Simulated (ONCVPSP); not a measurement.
# Varying the ONCV potential for osmium (Os)

Base potential:

* Element: osmium
* Generator: ONCVPSP 4.0.1
* Type: optimised norm-conserving Vanderbilt (ONCV)
* Functional: PBE
* Relativity: scalar-relativistic
* Frozen core: [Kr] 4d10 4f14
* Valence charge: 16
* Reference configuration: 5s2 5p6 5d6 6s2
* Partial waves: 5s+6s: rc 1.55 bohr, ncon 4, nbas 7, qcut 8.7 1/bohr, 3 projectors, debl 2.9 Ha; 5p: rc 2.00 bohr, ncon 5, nbas 8, qcut 6.7 1/bohr, 2 projectors, debl 3.8 Ha; 5d: rc 2.40 bohr, ncon 3, nbas 8, qcut 6.7 1/bohr, 1 projector
* Local potential: polynomial inside 1.45 bohr (lpopt 1, dvloc0 0 Ha)
* Core correction: Teter function, fcfact 6, rcfact 1.55

Cutoffs, loose and tight: the cutoffs (Ha) at which the residual kinetic energy of the hardest occupied pseudo-wave falls to 1 and 0.1 mHa per electron. They do not see the model core or the augmentation charge, which bear on the density cutoff. Test errors are all-electron minus pseudo excitation energies from the reference, over the configurations 5s2 5p6 5d6 6s1; 5s2 5p6 5d6 6s0; 5s2 5p6 5d5 6s0; 5s2 5p6 5d6 6s1 6p1. A dash means not determined; rows that change the core or the reference have their own tests.

| change | outcome | cutoff, loose | cutoff, tight | bound ghosts | GHOST(+) flags above zero | largest test error (meV) |
| --- | --- | --- | --- | --- | --- | --- |
| base | generated | 26 Ha | 30 Ha | none | s | -39 |
| local potential polynomial inside 1.45 bohr (lpopt 1, dvloc0 -2 Ha) | generated | 26 Ha | 30 Ha | none | s | -36 |
| local potential polynomial inside 1.45 bohr (lpopt 1, dvloc0 -0.5 Ha) | generated | 26 Ha | 30 Ha | none | s | -38 |
| local potential polynomial inside 1.45 bohr (lpopt 1, dvloc0 1.5 Ha) | generated | 26 Ha | 30 Ha | none | s | -35 |
| local potential polynomial inside 1.45 bohr (lpopt 1, dvloc0 2.5 Ha) | generated | 26 Ha | 30 Ha | none | s | -36 |
| local potential polynomial inside 1.45 bohr (lpopt 1, dvloc0 5 Ha) | generated | 26 Ha | 30 Ha | none | s | -37 |
| local potential polynomial inside 1.45 bohr (lpopt 1, dvloc0 6 Ha) | generated | 26 Ha | 30 Ha | none | s | -34 |
| local potential polynomial inside 1.45 bohr (lpopt 1, dvloc0 7.5 Ha) | generated | 26 Ha | 30 Ha | none | s | -38 |
| local potential polynomial inside 1.45 bohr (lpopt 1, dvloc0 9.5 Ha) | generated | 26 Ha | 30 Ha | none | s | -38 |

Reading the sweep of the dvloc0 (base included, trends over the rows without a ghost): The loose cutoff stays near 26 Ha. The median size of the test errors (rows with all tests solved) is not monotonic: lowest 10.6 meV at 6 Ha, highest 13.9 meV at 0 Ha.
